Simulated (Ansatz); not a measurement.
Born–Oppenheimer molecular dynamics of C$_{2}$H$_{5}$AlCl$_{2}$ (10 atoms, charge 0, multiplicity 1). It starts from a relaxed structure.

Computed with RKS PBE/STO-3G (Ansatz 0.2.0).

```yaml
ensemble: NVT, Langevin thermostat
time_step: 0.5 fs
steps_asked: 233
set_temperature: 400 K
friction: 0.005 /fs
seed: 277208
```

First frame:

```xyz
10
Properties=species:S:1:pos:R:3
Al -0.124 0.751 1.361
C 0.396 -0.756 0.202
C 0.039 -0.162 -1.146
Cl -0.718 -1.253 -2.431
Cl -1.253 1.271 -0.730
H 0.879 1.874 1.465
H -1.234 0.500 2.350
H 1.464 -1.042 0.190
H -0.216 -1.654 0.396
H 0.848 0.418 -1.653
```

(1) How far do the bonds stretch over the last three quarters of this one trajectory? (Pairs bonded in most of those frames.)

Results:

(1) 
```json
{"bond": "Al1–C2", "mean (Å)": "1.990", "spread (Å)": "0.052", "shortest": "1.91", "longest": "2.07"}
{"bond": "Al1–Cl5", "mean (Å)": "2.401", "spread (Å)": "0.020", "shortest": "2.37", "longest": "2.43"}
{"bond": "Al1–H6", "mean (Å)": "1.511", "spread (Å)": "0.040", "shortest": "1.43", "longest": "1.58"}
{"bond": "Al1–H7", "mean (Å)": "1.512", "spread (Å)": "0.048", "shortest": "1.42", "longest": "1.61"}
{"bond": "C2–C3", "mean (Å)": "1.516", "spread (Å)": "0.020", "shortest": "1.48", "longest": "1.55"}
{"bond": "C2–H8", "mean (Å)": "1.109", "spread (Å)": "0.033", "shortest": "1.05", "longest": "1.17"}
{"bond": "C2–H9", "mean (Å)": "1.108", "spread (Å)": "0.029", "shortest": "1.05", "longest": "1.16"}
{"bond": "C3–Cl4", "mean (Å)": "1.863", "spread (Å)": "0.031", "shortest": "1.80", "longest": "1.91"}
{"bond": "C3–Cl5", "mean (Å)": "1.975", "spread (Å)": "0.055", "shortest": "1.87", "longest": "2.09"}
{"bond": "C3–H10", "mean (Å)": "1.119", "spread (Å)": "0.012", "shortest": "1.10", "longest": "1.14"}
```

Mean temperature of the second half: 310 K. The mean temperature of the second half is 22 % below the set value. A run of 0.12 ps of so small a system gives no equilibrium averages. Limits of this set-up: minimal basis.

Run time: 19 min on 1 thread of AMD EPYC (Zen 3), with other jobs on the host, peak memory 0.093 GiB.
